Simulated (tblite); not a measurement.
A geometry optimisation, step by step.

Compound: C7H6O2.
Atom-mapped SMILES: `[O:1]=[CH:2][c:3]1[cH:4][cH:5][cH:6][cH:7][c:8]1[OH:9]` (hydrogens: H10 on C2; H11 on C4; H12 on C5; H13 on C6; H14 on C7; H15 on O9)

Computed with GFN2-xTB (tblite), gas phase: L-BFGS steps from a force-field or distance-geometry start until the largest atomic force falls under 0.01 eV/Å. 9 of its 17 geometries are shown.

Step 0: E = -711.6502 eV, largest atomic force 1.392 eV/Å
```
atom  x, y, z in Å  |  force x, y, z in eV/Å
O1      2.958    0.012   -0.555   -0.494  -0.947  -0.218
C2      2.012   -0.778   -0.583    0.432   1.241   0.460
C3      0.661   -0.364   -0.209    0.203  -0.723  -0.385
C4     -0.378   -1.300   -0.258   -0.984  -0.036   0.350
C5     -1.680   -0.930    0.096    0.395  -0.131  -0.247
C6     -1.955    0.389    0.458    0.603   0.380   0.073
C7     -0.921    1.337    0.494   -0.821  -0.660   0.041
C8      0.382    0.964    0.166    0.509   1.034   0.111
O9      1.339    1.932    0.220   -1.008  -0.560   0.066
H10     2.158   -1.839   -0.853   -0.067   0.197  -0.010
H11    -0.186   -2.339   -0.539    0.059   0.474   0.068
H12    -2.488   -1.662    0.064    0.322   0.233   0.018
H13    -2.968    0.686    0.734    0.385  -0.110  -0.133
H14    -1.127    2.360    0.785    0.122  -0.158  -0.080
H15     2.189    1.540   -0.040    0.345  -0.234  -0.115
```

Step 2: E = -711.7226 eV, largest atomic force 0.429 eV/Å
```
atom  x, y, z in Å  |  force x, y, z in eV/Å
O1      2.962    0.003   -0.560   -0.117  -0.249  -0.072
C2      2.008   -0.765   -0.573    0.220   0.222   0.121
C3      0.662   -0.372   -0.215   -0.268   0.190   0.025
C4     -0.395   -1.301   -0.251    0.074   0.063   0.085
C5     -1.675   -0.931    0.091   -0.105   0.088  -0.024
C6     -1.945    0.393    0.460   -0.007  -0.140   0.019
C7     -0.934    1.327    0.495    0.169   0.027   0.010
C8      0.387    0.975    0.166   -0.232  -0.351  -0.084
O9      1.323    1.921    0.221    0.071  -0.119  -0.039
H10     2.155   -1.832   -0.853   -0.122   0.270   0.052
H11    -0.185   -2.328   -0.537    0.016   0.194   0.026
H12    -2.480   -1.656    0.064    0.125   0.104   0.012
H13    -2.957    0.683    0.730    0.250  -0.073  -0.089
H14    -1.125    2.354    0.782    0.034  -0.154  -0.052
H15     2.194    1.536   -0.041   -0.108  -0.074   0.009
```

Step 4: E = -711.7373 eV, largest atomic force 0.142 eV/Å
```
atom  x, y, z in Å  |  force x, y, z in eV/Å
O1      2.966   -0.004   -0.564   -0.053  -0.045   0.003
C2      2.007   -0.758   -0.566    0.040   0.120   0.009
C3      0.653   -0.369   -0.217    0.096  -0.006  -0.005
C4     -0.396   -1.298   -0.246    0.029   0.013  -0.003
C5     -1.677   -0.927    0.089    0.048  -0.008  -0.009
C6     -1.941    0.389    0.461    0.024  -0.001  -0.001
C7     -0.931    1.324    0.495    0.009   0.003   0.012
C8      0.380    0.967    0.163    0.046   0.086  -0.006
O9      1.321    1.913    0.219   -0.060  -0.064  -0.010
H10     2.149   -1.818   -0.850   -0.125   0.056   0.039
H11    -0.183   -2.317   -0.536    0.034   0.016  -0.002
H12    -2.474   -1.651    0.065   -0.056  -0.038   0.000
H13    -2.946    0.679    0.726   -0.020   0.005  -0.005
H14    -1.123    2.347    0.780    0.017  -0.021  -0.004
H15     2.190    1.532   -0.041   -0.029  -0.115  -0.018
```

Step 6: E = -711.7397 eV, largest atomic force 0.115 eV/Å
```
atom  x, y, z in Å  |  force x, y, z in eV/Å
O1      2.967   -0.005   -0.565    0.068   0.091   0.017
C2      2.006   -0.753   -0.564   -0.032  -0.029  -0.025
C3      0.654   -0.367   -0.217    0.008   0.048   0.027
C4     -0.394   -1.296   -0.245    0.015  -0.018  -0.022
C5     -1.675   -0.927    0.088    0.009  -0.024   0.008
C6     -1.938    0.389    0.461   -0.035  -0.030  -0.008
C7     -0.930    1.323    0.496   -0.004   0.025   0.005
C8      0.379    0.967    0.162    0.003  -0.007   0.003
O9      1.319    1.909    0.218    0.058   0.059  -0.007
H10     2.140   -1.812   -0.848   -0.085  -0.021   0.017
H11    -0.181   -2.314   -0.536    0.042  -0.023  -0.009
H12    -2.475   -1.651    0.065   -0.005  -0.008  -0.005
H13    -2.944    0.679    0.725   -0.027   0.008   0.003
H14    -1.121    2.345    0.779    0.003   0.026   0.014
H15     2.187    1.524   -0.042   -0.016  -0.096  -0.018
```

Step 8: E = -711.7418 eV, largest atomic force 0.071 eV/Å
```
atom  x, y, z in Å  |  force x, y, z in eV/Å
O1      2.970   -0.002   -0.564    0.023   0.031   0.003
C2      2.007   -0.748   -0.564   -0.020  -0.029  -0.001
C3      0.657   -0.364   -0.215   -0.057   0.031   0.009
C4     -0.391   -1.295   -0.245   -0.032  -0.018  -0.001
C5     -1.673   -0.930    0.088   -0.003   0.008   0.010
C6     -1.938    0.387    0.461   -0.030  -0.027  -0.007
C7     -0.931    1.323    0.497   -0.024   0.030   0.001
C8      0.379    0.969    0.162   -0.027   0.006   0.030
O9      1.321    1.908    0.216    0.060   0.036  -0.013
H10     2.127   -1.809   -0.844    0.004  -0.038  -0.011
H11    -0.175   -2.313   -0.537    0.042  -0.012  -0.008
H12    -2.476   -1.653    0.065    0.052   0.013  -0.010
H13    -2.944    0.679    0.724    0.007  -0.013  -0.005
H14    -1.120    2.345    0.780   -0.014   0.024   0.015
H15     2.184    1.510   -0.044    0.019  -0.041  -0.013
```

Step 10: E = -711.7425 eV, largest atomic force 0.060 eV/Å
```
atom  x, y, z in Å  |  force x, y, z in eV/Å
O1      2.971    0.000   -0.563   -0.043  -0.042  -0.004
C2      2.006   -0.747   -0.564   -0.016   0.004   0.014
C3      0.655   -0.362   -0.214   -0.010   0.002  -0.007
C4     -0.390   -1.296   -0.246   -0.008   0.012   0.010
C5     -1.673   -0.930    0.088    0.019   0.013  -0.003
C6     -1.939    0.386    0.460    0.007   0.015   0.001
C7     -0.932    1.324    0.497   -0.001   0.021   0.004
C8      0.379    0.972    0.163   -0.008   0.021   0.014
O9      1.324    1.909    0.215    0.001  -0.030  -0.011
H10     2.122   -1.809   -0.843    0.026   0.006  -0.008
H11    -0.171   -2.313   -0.537    0.025   0.011  -0.001
H12    -2.474   -1.653    0.064    0.019  -0.013  -0.007
H13    -2.945    0.678    0.723   -0.001  -0.018  -0.005
H14    -1.120    2.347    0.781   -0.028   0.012   0.012
H15     2.184    1.503   -0.046    0.019  -0.013  -0.008
```

Step 12: E = -711.7430 eV, largest atomic force 0.038 eV/Å
```
atom  x, y, z in Å  |  force x, y, z in eV/Å
O1      2.969   -0.001   -0.563   -0.027  -0.027   0.001
C2      2.004   -0.747   -0.563   -0.012  -0.002  -0.001
C3      0.653   -0.360   -0.214    0.029  -0.010   0.000
C4     -0.390   -1.296   -0.246    0.010   0.021   0.006
C5     -1.672   -0.930    0.088    0.019  -0.001  -0.010
C6     -1.939    0.387    0.460    0.012   0.021   0.004
C7     -0.934    1.326    0.498    0.022   0.008   0.007
C8      0.378    0.974    0.165    0.008   0.002  -0.018
O9      1.327    1.908    0.213   -0.013  -0.028   0.001
H10     2.121   -1.809   -0.843    0.006   0.018   0.002
H11    -0.167   -2.312   -0.538    0.003   0.021   0.006
H12    -2.471   -1.654    0.063   -0.014  -0.020  -0.001
H13    -2.945    0.676    0.722   -0.013  -0.009  -0.002
H14    -1.123    2.349    0.783   -0.029   0.008   0.008
H15     2.185    1.497   -0.048   -0.001  -0.002  -0.003
```

Step 14: E = -711.7432 eV, largest atomic force 0.017 eV/Å
```
atom  x, y, z in Å  |  force x, y, z in eV/Å
O1      2.968   -0.003   -0.563    0.009   0.005   0.002
C2      2.002   -0.747   -0.562    0.004  -0.007  -0.007
C3      0.653   -0.359   -0.214    0.009  -0.003   0.005
C4     -0.390   -1.295   -0.245   -0.003   0.007   0.002
C5     -1.671   -0.929    0.088   -0.002  -0.002  -0.004
C6     -1.938    0.388    0.460   -0.002   0.001   0.001
C7     -0.934    1.328    0.498    0.008  -0.002   0.003
C8      0.378    0.975    0.165    0.000  -0.002  -0.012
O9      1.328    1.907    0.213    0.005   0.004   0.004
H10     2.120   -1.808   -0.843   -0.005  -0.006  -0.001
H11    -0.164   -2.311   -0.537   -0.003   0.010   0.005
H12    -2.470   -1.655    0.062   -0.003   0.001   0.001
H13    -2.946    0.675    0.722    0.000  -0.003  -0.002
H14    -1.126    2.350    0.784   -0.016  -0.001   0.004
H15     2.186    1.494   -0.049   -0.003  -0.001  -0.002
```

Step 16: E = -711.7432 eV, largest atomic force 0.010 eV/Å
```
atom  x, y, z in Å  |  force x, y, z in eV/Å
O1      2.968   -0.003   -0.563    0.007  -0.001  -0.001
C2      2.002   -0.747   -0.563    0.006   0.000   0.000
C3      0.653   -0.359   -0.213   -0.002   0.004   0.000
C4     -0.390   -1.294   -0.245   -0.003   0.001   0.001
C5     -1.672   -0.929    0.088   -0.003   0.002   0.000
C6     -1.938    0.388    0.460   -0.003  -0.002   0.000
C7     -0.933    1.328    0.499   -0.003  -0.002  -0.001
C8      0.378    0.975    0.165   -0.002   0.004   0.004
O9      1.328    1.907    0.213    0.004   0.005   0.000
H10     2.120   -1.809   -0.843   -0.001  -0.008  -0.003
H11    -0.164   -2.310   -0.537   -0.001   0.000   0.002
H12    -2.470   -1.655    0.062    0.002   0.005   0.000
H13    -2.946    0.675    0.722    0.003  -0.001  -0.002
H14    -1.127    2.350    0.784   -0.007  -0.007   0.001
H15     2.185    1.494   -0.049    0.002   0.000  -0.002
```

Task: Summarise the path.

Result: The energy falls by 2.14 kcal/mol from step 0 to step 16; nine tenths of that is first reached at step 4. It falls at every step. The largest force goes from 1.392 to 0.010 eV/Å. Among the bonds C8–O9 changes most, from 1.362 to 1.332 Å; the atoms move by 0.027 Å rms after alignment.

Task: Follow the three bonds and two angles with the largest change from start to end.

Result: 
```tsv
step	E above end (kcal/mol)	largest force (eV/Å)	C8–O9 (Å)	C6–C7 (Å)	C4–C5 (Å)	O1–C2–C3 (°)	C3–C2–H10 (°)
0	2.14	1.392	1.362	1.403	1.399	121.5	117.1
1	0.98	1.294	1.330	1.378	1.378	123.5	115.6
2	0.48	0.429	1.332	1.377	1.376	123.5	116.4
3	0.25	0.249	1.338	1.380	1.377	123.9	116.3
4	0.14	0.142	1.336	1.376	1.375	124.5	116.0
5	0.11	0.120	1.333	1.376	1.374	124.7	115.8
6	0.08	0.115	1.332	1.375	1.374	124.9	115.5
7	0.05	0.110	1.331	1.375	1.374	125.1	115.1
8	0.03	0.071	1.331	1.375	1.375	125.1	114.7
9	0.02	0.046	1.332	1.376	1.375	125.1	114.5
10	0.02	0.060	1.333	1.376	1.375	125.1	114.5
11	0.01	0.064	1.333	1.376	1.374	125.1	114.5
12	0.01	0.038	1.333	1.376	1.374	125.1	114.7
13	0.00	0.027	1.332	1.376	1.374	125.1	114.8
14	0.00	0.017	1.332	1.376	1.374	125.1	114.8
15	0.00	0.011	1.332	1.376	1.374	125.1	114.8
16	0.00	0.010	1.332	1.376	1.374	125.1	114.8
```

What follows is the cost of the whole relaxation. Hardware: one thread of an Arm Neoverse N1 (shared host). Cost: 0.15 s.
